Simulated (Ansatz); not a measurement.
The molecule InCo, multiplicity 5 (an upper state: multiplicity 3 came lower at PBE0/def2-TZVPP). No spin–orbit coupling. Co is treated without relativity.

The constants come from a fifth-degree fit in 1/R (seven points, main isotopes). Runs in def2 and cc sets follow the lowest solution found near the PBE0 minimum.

Programs: Ansatz (a first-principles code). Values without a source in brackets are computed. In def2 rows elements past Kr take small-core potentials, without spin–orbit coupling.

Energies at wB97X-V/def2-TZVPP:

| R (Å) | E (hartree) |
|---|---|
| 2.397882 | -1572.66502058 |
| 2.462341 | -1572.66704710 |
| 2.521644 | -1572.66800365 |
| 2.588681 | -1572.66830025 |
| 2.655719 | -1572.66798689 |
| 2.733070 | -1572.66710186 |
| 2.823313 | -1572.66562345 |

### Question
With a reduced mass of 38.9540 u, find the minimum, the force constant and the constants.

### Answer
A fifth-degree polynomial in 1/R puts the minimum at r_e = 2.5840 Å with force constant 60.1 N/m. Then ω_e = (1/2πc)√(k/μ) = 162 cm⁻¹ and B_e = h/(8π²cμr_e²) = 0.06481 cm⁻¹; the cubic and quartic terms give α_e = 0.00052 and ω_e x_e = 1.2 cm⁻¹.
